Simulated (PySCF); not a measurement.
## Ionisation energy of Zn⁺ by level of theory

Zn⁺ [Ar] 3d10 4s1 (2S) → Zn²⁺ [Ar] 3d10 (1S), as a difference of total energies. Computed with PySCF 2.14 in aug-cc-pwCVDZ-PP with ECP10MDF (6s6p5d3f, 70 functions), with a scalar-relativistic core potential. Correlated levels: valence and next inner shell: nothing frozen outside the core potential. The calculations carry no spin-orbit coupling.

```csv
method,ionisation energy (eV)
UHF,16.879
MP2 (valence and next inner shell),17.887
SCS-MP2 (valence and next inner shell),17.699
CCSD (valence and next inner shell),17.720
CCSD(T) (valence and next inner shell),17.796
```

Q: How much does correlation contribute at CCSD(T) (valence and next inner shell)?

A: 17.796 − (16.879) = 0.917 eV, measured against UHF.

Errors of the correlated levels include the incompleteness of this basis.

For comparison: 17.964 eV (measured; NIST Atomic Spectra Database, ionization energies).
